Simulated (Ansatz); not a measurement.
```yaml
crystal:
  periodic: [false, false, false]
  atoms:
    - {symbol: Mo, position_ang: [-0.126472, 0.082159, 0.876446]}
    - {symbol: O, position_ang: [-0.021248, -0.092141, 2.524605]}
    - {symbol: O, position_ang: [-0.074610, 0.144052, -1.629686]}
    - {symbol: H, position_ang: [-0.175512, -0.818356, -1.723068]}
    - {symbol: H, position_ang: [0.885644, 0.289199, -1.673908]}
    - {symbol: Cl, position_ang: [2.239064, 0.168544, 0.312015]}
    - {symbol: Cl, position_ang: [-2.466956, 0.045682, 0.501603]}
    - {symbol: Cl, position_ang: [-0.172687, 2.437080, 0.607992]}
    - {symbol: Cl, position_ang: [-0.087222, -2.256230, 0.204011]}
basis:
  gaussian: {orbitals: def2-TZVPD, initial_orbitals: start.molden}
total_charge: -1
magnetization: {spin_polarized: true, initial_magnetization: 1}
hamiltonian: {xc: {name: CAM-B3LYP}, dispersion: d4}
scf: {omitted_lower_state_checks: [starts]}
output: {orbitals: {seedname: orbitals}}
```

The file start.molden holds the orbitals of an earlier run on this structure, at another level or in another basis.

```sh
$ ansatz run in.yaml --threads 4 --pin off --events-out ev --progress --plain --max-ram 4787MiB
```

Problem. Does this run fit into the memory that it is given?

Solution. No. It has 322 basis functions, and Ansatz plans for 6 GiB where 5 GiB are given.
